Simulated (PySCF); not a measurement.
All of these have the formula C5H11FSi. Level of theory: TDDFT CAM-B3LYP/def2-SVPD, vertical, gas phase, core orbitals frozen in the response (PySCF). Geometries: GFN2-xTB; one conformer of each isolated species. Triplets are in the Tamm–Dancoff approximation.

A. `FC1(C[SiH2]C1)CC`
B. `FC[C@H]1CC[SiH2]C1`
C. `CC(C)[C@@H]1[SiH2][C@H]1F`
D. `F/C=C\[SiH2]C(C)C`

Lowest singlet levels (six at most, fewer where fewer were computed) with oscillator strengths:

1. 7.74 eV (f 0.014); 7.99 eV (f 0.104); 8.20 eV (f 0.045); 8.26 eV (f 0.026); 8.43 eV (f 0.012); 8.61 eV (f 0.003); T1 7.31 eV
2. 6.18 eV (f 0.148); 6.40 eV (f 0.039); 6.55 eV (f 0.017); 6.77 eV (f 0.008); 7.00 eV (f 0.045); 7.34 eV (f 0.018); T1 4.77 eV
3. 6.75 eV (f 0.212); 7.19 eV (f 0.008); 7.23 eV (f 0.053); 7.64 eV (f 0.047); 7.83 eV (f 0.023); 8.05 eV (f 0.048); T1 4.26 eV
4. 7.46 eV (f 0.012); 7.57 eV (f 0.118); 7.78 eV (f 0.014); 8.00 eV (f 0.001); 8.23 eV (f 0.002); 8.33 eV (f 0.034); T1 6.61 eV

Task: Match each spectrum to its molecule.

Result: 1 = B, 2 = C, 3 = D, 4 = A.
- A: S1 at 7.46 eV, HOMO-1→LUMO (82%); Löwdin shares by element: HOMO carbon 53% or more, silicon 24%, hydrogen 5% or more (atoms not listed hold the other 18%); LUMO silicon 34%, hydrogen 23% or more, carbon 11% or more (atoms not listed hold the other 32%); HOMO -9.59 and LUMO 1.07 eV.
- B: S1 at 7.74 eV, HOMO→LUMO (82%); Löwdin shares by element: HOMO carbon 52% or more, silicon 22% (atoms not listed hold the other 26%); LUMO silicon 21%, carbon 15% or more, hydrogen 8% or more (atoms not listed hold the other 56%); HOMO -9.55 and LUMO 1.19 eV.
- C: S1 at 6.18 eV, HOMO→LUMO (79%); Löwdin shares by element: HOMO carbon 42% or more, silicon 28%, fluorine 10% (atoms not listed hold the other 19%); LUMO silicon 36%, hydrogen 21% or more, carbon 9% or more (atoms not listed hold the other 33%); HOMO -8.17 and LUMO 0.86 eV.
- D: S1 at 6.75 eV, HOMO→LUMO (95%); Löwdin shares by element: HOMO carbon 60% or more, silicon 10% (atoms not listed hold the other 30%); LUMO carbon 53% or more, silicon 16%, fluorine 7% (atoms not listed hold the other 25%); HOMO -8.93 and LUMO 0.67 eV.

Without π bonds the low states are Rydberg-like; a valence basis with one diffuse set may place them up to an eV too high.
